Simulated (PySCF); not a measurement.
Compound: CH4F2Ge.
Structure used (PBE0-D3(BJ)/def2-SVP), in Å, numbered top down from 1:
```
atom  x, y, z in Å
F1    -1.7100    1.3282   -0.8924
C2    -1.3711    0.3149   -0.0572
F3    -1.6836   -0.8562   -0.6661
Ge4    0.5835    0.3744    0.3051
H5    -1.9935    0.4014    0.8525
H6     0.9442   -0.7823    1.2508
H7     0.9202    1.7223    0.9629
H8     1.3154    0.2266   -1.0350
```

Level of theory: PySCF, PBE0-D3(BJ)/def2-SVP geometry optimisation, gas phase.

Take the most abundant isotopes and a rigid rotor. 

(1) Give the principal moments of inertia and the rotational constants in MHz.

(2) Classify the top.

(3) What does the inertial defect say?

(4) List the rotational levels J(Ka,Kc) to J = 2 (MHz).

(5) Which lines would a microwave search look for?

(6) Estimate the classical rotational partition function at 10 K, 50 K and 200 K.

Results:

(1) Ia = 57.07, Ib = 188.71, Ic = 229.69 u·Å²; 505379 MHz·u·Å²/I gives A = 8856, B = 2678, C = 2200 MHz.

(2) An asymmetric top; Ray's κ = -0.856.

(3) Not planar: Δ = Ic − Ia − Ib = -16.09 u·Å². For a rigid frame Δ = −2 Σ m c², so Σ m c² = 8.05 u·Å² lies off the ab plane: 5.36 from hydrogen and 2.69 from heavier atoms. The atom farthest from that plane is 1.54 Å away.

(4) Above 0(0,0):
J = 1: 1(0,1) 4878, 1(1,1) 11056, 1(1,0) 11534
J = 2: 2(0,2) 14608, 2(1,2) 20335, 2(1,1) 21768, 2(2,1) 40301, 2(2,0) 40328
Those of J = 1 are B + C, A + C and A + B.

(5) The dipole components are |μa| = 1.29 D, |μb| = 0.00 D, |μc| = 1.12 D; the mirror of this Cs structure is the ac plane, so μb vanishes by symmetry and there are no b-type lines. Intensities carry the squares of the components, which stand as 1.00 : 0.75 (a : c). Some lines, for components of 0.1 D or more:

```json
{"type": "a", "branch": "Q", "J(Ka,Kc)": "5(2,3) ← 5(2,4)", "MHz": "904", "lower level (cm⁻¹)": "3.294"}
{"type": "a", "branch": "Q", "J(Ka,Kc)": "2(1,1) ← 2(1,2)", "MHz": "1433", "lower level (cm⁻¹)": "0.678"}
{"type": "a", "branch": "Q", "J(Ka,Kc)": "3(1,2) ← 3(1,3)", "MHz": "2866", "lower level (cm⁻¹)": "1.142"}
{"type": "c", "branch": "Q", "J(Ka,Kc)": "1(1,1) ← 1(0,1)", "MHz": "6178", "lower level (cm⁻¹)": "0.163"}
{"type": "a", "branch": "Q", "J(Ka,Kc)": "5(1,4) ← 5(1,5)", "MHz": "7140", "lower level (cm⁻¹)": "2.530"}
{"type": "a", "branch": "R", "J(Ka,Kc)": "2(0,2) ← 1(0,1)", "MHz": "9730", "lower level (cm⁻¹)": "0.163"}
{"type": "a", "branch": "R", "J(Ka,Kc)": "2(1,1) ← 1(1,0)", "MHz": "10234", "lower level (cm⁻¹)": "0.385"}
{"type": "a", "branch": "R", "J(Ka,Kc)": "3(2,1) ← 2(2,0)", "MHz": "14741", "lower level (cm⁻¹)": "1.345"}
{"type": "a", "branch": "R", "J(Ka,Kc)": "3(1,2) ← 2(1,1)", "MHz": "15334", "lower level (cm⁻¹)": "0.726"}
{"type": "c", "branch": "R", "J(Ka,Kc)": "2(1,1) ← 1(0,1)", "MHz": "16890", "lower level (cm⁻¹)": "0.163"}
{"type": "c", "branch": "Q", "J(Ka,Kc)": "3(2,2) ← 3(1,2)", "MHz": "17834", "lower level (cm⁻¹)": "1.238"}
{"type": "c", "branch": "Q", "J(Ka,Kc)": "2(2,1) ← 2(1,1)", "MHz": "18533", "lower level (cm⁻¹)": "0.726"}
{"type": "a", "branch": "R", "J(Ka,Kc)": "4(2,3) ← 3(2,2)", "MHz": "19492", "lower level (cm⁻¹)": "1.832"}
{"type": "a", "branch": "R", "J(Ka,Kc)": "4(3,1) ← 3(3,0)", "MHz": "19569", "lower level (cm⁻¹)": "2.903"}
{"type": "a", "branch": "R", "J(Ka,Kc)": "5(2,4) ← 4(2,3)", "MHz": "24332", "lower level (cm⁻¹)": "2.483"}
{"type": "a", "branch": "R", "J(Ka,Kc)": "5(3,3) ← 4(3,2)", "MHz": "24474", "lower level (cm⁻¹)": "3.556"}
{"type": "a", "branch": "R", "J(Ka,Kc)": "5(3,2) ← 4(3,1)", "MHz": "24493", "lower level (cm⁻¹)": "3.556"}
{"type": "a", "branch": "R", "J(Ka,Kc)": "5(1,4) ← 4(1,3)", "MHz": "25459", "lower level (cm⁻¹)": "1.918"}
{"type": "c", "branch": "R", "J(Ka,Kc)": "2(2,0) ← 1(1,0)", "MHz": "28794", "lower level (cm⁻¹)": "0.385"}
{"type": "c", "branch": "R", "J(Ka,Kc)": "2(2,1) ← 1(1,1)", "MHz": "29245", "lower level (cm⁻¹)": "0.369"}
{"type": "c", "branch": "R", "J(Ka,Kc)": "3(2,1) ← 2(1,1)", "MHz": "33301", "lower level (cm⁻¹)": "0.726"}
{"type": "c", "branch": "R", "J(Ka,Kc)": "4(2,2) ← 3(1,2)", "MHz": "37721", "lower level (cm⁻¹)": "1.238"}
{"type": "c", "branch": "Q", "J(Ka,Kc)": "4(4,1) ← 4(3,1)", "MHz": "44864", "lower level (cm⁻¹)": "3.556"}
{"type": "c", "branch": "R", "J(Ka,Kc)": "4(4,0) ← 3(3,0)", "MHz": "64433", "lower level (cm⁻¹)": "2.903"}
{"type": "c", "branch": "R", "J(Ka,Kc)": "4(4,1) ← 3(3,1)", "MHz": "64434", "lower level (cm⁻¹)": "2.903"}
{"type": "c", "branch": "R", "J(Ka,Kc)": "5(5,0) ← 4(4,0)", "MHz": "82145", "lower level (cm⁻¹)": "5.052"}
{"type": "c", "branch": "R", "J(Ka,Kc)": "5(5,1) ← 4(4,1)", "MHz": "82145", "lower level (cm⁻¹)": "5.052"}
```

(6) Point group Cs, symmetry number σ = 1; q = (√π/σ)·√((kT/h)³/(ABC)), k/h = 20836.6 MHz/K: 738 at 10 K, 8250 at 50 K, 66000 at 200 K.

Stationary, but not proved a minimum. These are rigid-rotor constants of the computed structure; measured ground-state constants (B0) also hold zero-point vibration. A rigid rotor knows nothing of internal rotation, which can split or shift real lines.
